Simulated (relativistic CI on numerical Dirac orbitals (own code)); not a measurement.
# Co⁴⁺ in a cubic cluster: L2,3 absorption with charge transfer

Computed with a charge-transfer multiplet model of a cubic metal-ligand cluster with up to 3 ligand holes, Slater and spin-orbit integrals from Dirac-Coulomb-Breit ions, Slater integrals scaled by 0.8. The ground state mixes d5 with configurations of k ligand holes L, whose averages lie at kΔ + k(k − 1)U_dd/2; a core hole lowers each added d electron by U_cd. 300 K, Lorentzian 0.4 eV and Gaussian 0.3 eV FWHM.

Atomic integrals in eV (Slater integrals scaled, ζ unscaled), ground: F2dd 10.866, F4dd 6.824, zeta_d 0.080; with the core hole: F2dd 11.456, F4dd 7.196, zeta_d 0.102, zeta_core 9.658, F2cd 6.863, G1cd 5.283, G3cd 3.006.

Cluster parameters (eV): Δ = -2, U_dd = 6.5, 10Dq = 0.65, 10Dq(ligand) = 1, V(eg) = 3.55, V(t2g) = -1.53, final-state hopping factor = 1.

| Case | n_d | d5 | d6L | d7L2 | d8L3 | S |
| --- | --- | --- | --- | --- | --- | --- |
| U_cd = 5.6 eV | 6.22 | 0.15 | 0.51 | 0.30 | 0.04 | 0.57 |
| U_cd = 6.8 eV | 6.22 | 0.15 | 0.51 | 0.30 | 0.04 | 0.57 |
| U_cd = 7.4 eV | 6.22 | 0.15 | 0.51 | 0.30 | 0.04 | 0.57 |

Weights, n_d and S are thermal averages at 300 K. Photon energies count from the first peak over 30 % of the highest in each spectrum, which can be another peak from case to case. The parameters are a model scan and need not match a compound or its usual spin state. Peaks in eV (height, largest 100):
- U_cd = 5.6 eV: 0.0 (30), 1.6 (46), 3.3 (100), 4.9 (16), 17.7 (37), 19.2 (11)
- U_cd = 6.8 eV: 0.0 (32), 1.7 (45), 3.3 (100), 5.1 (13), 7.2 (6), 17.8 (39), 19.3 (10)
- U_cd = 7.4 eV: 0.0 (33), 1.9 (44), 3.4 (100), 5.5 (13), 7.2 (6), 17.9 (40), 19.4 (9)

Curve for U_cd = 6.8 eV (points under 2 left out, the grid thinned):

(E (eV), Intensity): (-1.2, 2.0), (-0.8, 3.9), (-0.5, 8.7), (-0.1, 31.0), (0.2, 24.9), (0.6, 11.5), (0.9, 9.6), (1.3, 22.5), (1.7, 44.7), (2.0, 38.4), (2.4, 34.3), (2.7, 42.9), (3.1, 83.8), (3.4, 98.2), (3.8, 47.7), (4.2, 28.6), (4.5, 16.0), (4.9, 13.1), (5.2, 13.4), (5.6, 12.6), (5.9, 10.7), (6.3, 7.7), (6.6, 6.0), (7.0, 5.8), (7.4, 5.6), (7.7, 5.0), (8.1, 4.0), (8.4, 3.5), (8.8, 3.1), (9.1, 2.5), (9.5, 2.3), (16.0, 2.1), (16.3, 3.0), (16.7, 6.7), (17.0, 11.6), (17.4, 24.0), (17.7, 37.6), (18.1, 27.4), (18.5, 16.2), (18.8, 10.8), (19.2, 9.5), (19.5, 8.7), (19.9, 5.0), (20.2, 3.9), (20.6, 2.2)

For the case U_cd = 7.4 eV, Δ = -2 eV is smaller than U_dd = 6.5 eV, the charge-transfer side of the Zaanen-Sawatzky-Allen scheme (negative Δ: between configuration averages a ligand hole costs less than the nominal valence; multiplet and field energies can change this for the lowest states). With the core hole the configuration with one ligand hole lies at Δ + U_dd − U_cd = -1.1, -2.3, -2.9 eV from the one without, in the order of the table; where this is negative the screened configuration lies lower, though the effective hopping of about 6.1 eV (from the holes of the mixed ground state) mixes the two strongly wherever it is as large as the gap.
